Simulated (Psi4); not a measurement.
sulfur dioxide (O$_{2}$S), singlet, at a GFN2-xTB geometry.

The Psi4 input:
```
memory 2 GB

molecule mol {
0 1
S     0.013936   -0.004006    0.377829
O    -0.033217    1.222429   -0.364198
O     0.005345   -1.214416   -0.391460
}

set {
  basis 6-31g**
  reference rhf
}

energy('mp4')
print_variables()
```

Problem. What does this run give for the MP2 correlation energy, nuclear repulsion energy, number of basis functions, total energy?

Solution. 
- MP2 correlation energy: -0.5277 Eh
- nuclear repulsion energy: 108.3509 Eh
- number of basis functions: 49
- total energy: -547.7209 Eh
